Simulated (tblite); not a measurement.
Compound: C5H13OPSi.
Geometry (GFN2-xTB, Å), atoms numbered from 1 in this order:
```
atom  x, y, z in Å
Si1    3.209   -0.322    0.294
C2     1.695    0.831    0.377
P3     0.165   -0.074    0.890
C4    -1.095    1.262    0.552
C5    -2.461    0.615    0.325
O6    -2.506   -0.182   -0.834
C7    -1.683   -1.320   -0.755
C8    -0.193   -0.985   -0.694
H9     4.381    0.491   -0.036
H10    3.380   -0.972    1.592
H11    3.019   -1.331   -0.750
H12    1.524    1.337   -0.576
H13    1.870    1.599    1.133
H14   -0.809    1.839   -0.333
H15   -1.149    1.935    1.411
H16   -3.227    1.382    0.177
H17   -2.732    0.009    1.205
H18   -1.907   -1.898   -1.657
H19   -1.959   -1.920    0.128
H20    0.386   -1.910   -0.718
H21    0.084   -0.369   -1.554
```

Level: GFN2-xTB in tblite, geometry and Hessian alike; calculated harmonic values, unscaled, isolated species. This tight-binding method is rough: wavenumbers can miss measured ones by several per cent, in bad cases by 10 to 20. Modes of hydrogen on silicon can be 10 to 20 % off. One conformer, not necessarily the lowest.

Harmonic wavenumbers (cm⁻¹): 45.1, 85.3, 110.4, 147.0, 191.0, 222.2, 294.7, 310.1, 382.7, 396.1, 504.2, 520.6, 544.9, 671.4, 684.7, 718.1, 737.4, 769.3, 780.2, 782.7, 791.3, 800.5, 861.3, 927.6, 958.3, 980.1, 998.0, 1041.4, 1051.9, 1093.8, 1126.4, 1142.0, 1146.8, 1184.6, 1232.9, 1259.1, 1292.8, 1332.6, 1345.6, 1421.3, 1425.7, 1432.9, 1459.7, 1464.0, 2252.0, 2256.1, 2281.5, 2843.2, 2845.0, 2930.3, 2931.7, 2939.8, 2953.2, 2953.4, 2955.0, 2960.3, 2966.0.

A = 3271, B = 767.8, C = 673.3 MHz; mass 148.047 u (most abundant isotopes); point group C1, symmetry number 1.

Problem. What is the zero-point energy?

Solution. Half the sum of the wavenumbers: 36368 cm⁻¹ = 435.06 kJ/mol.

Problem. Give the ideal-gas entropy at 298.15 K and 1 bar in the rigid-rotor, harmonic-oscillator model (classical rotation).

Solution. Translation 171.18, rotation 123.98, vibration 121.75: S = 416.9 J/(mol K).

Problem. And Cp and H(298.15 K) − H(0)?

Solution. Cp = 173.06 J/(mol K), of which vibrations give 139.80 (their classical limit is 57 R = 473.9); H(298.15 K) − H(0) = 29.67 kJ/mol without the zero-point energy, 19.76 from vibrations.

Problem. What must be added to the electronic energy to get the Gibbs energy at 298.15 K and 1 bar?

Solution. ZPE + [H(298.15 K) − H(0)] − T·S = 435.06 + 29.67 − 124.30 = 340.43 kJ/mol.

Problem. Blend soft modes into free rotors: weight 1/[1 + (100 cm⁻¹/ν̃)⁴] for the oscillator and the rest for a rotor with moment μB/(μ + B), μ = h/(8π²ν), B = 10⁻⁴⁴ kg m². What vibrational entropy results?

Solution. 113.23 J/(mol K) in place of 121.75, which changes −T·S at 298.15 K by +2.54 kJ/mol.

Problem. How do the functions run with temperature in this model?

Solution. 
| T (K) | S (J/(mol K)) | Cp (J/(mol K)) | H − H(0) (kJ/mol) | G − H(0) (kJ/mol) | ln q(vib) |
| --- | --- | --- | --- | --- | --- |
| 50 | 247.7 | 53.5 | 2.06 | -10.32 | 0.47 |
| 100 | 292.1 | 76.7 | 5.33 | -23.88 | 1.59 |
| 373.15 | 459.9 | 210.6 | 44.08 | -127.52 | 8.70 |
| 500 | 529.3 | 264.2 | 74.34 | -190.30 | 12.21 |
| 750 | 651.4 | 337.4 | 150.25 | -338.30 | 19.06 |
| 1000 | 755.4 | 384.6 | 240.90 | -514.49 | 25.54 |

q(vib) and H(0) count from the zero-point level.

Problem. Which modes carry the vibrational entropy at 298.15 K?

Solution. 45.1 cm⁻¹: 21.01; 85.3 cm⁻¹: 15.75; 110.4 cm⁻¹: 13.65; 147.0 cm⁻¹: 11.34; 191.0 cm⁻¹: 9.28; 222.2 cm⁻¹: 8.12 J/(mol K); the other 51 give 42.59 together.

Hindered rotation and anharmonicity are outside this model. Other conformers, if any are populated, would add a mixing term that is left out. The structure is chiral; the term R ln 2 for an equal mix with its mirror image is left out.

On one thread, Arm Neoverse V1 (aarch64), on a shared host, this took 0.95 s wall. The figure is for the frequency step alone.
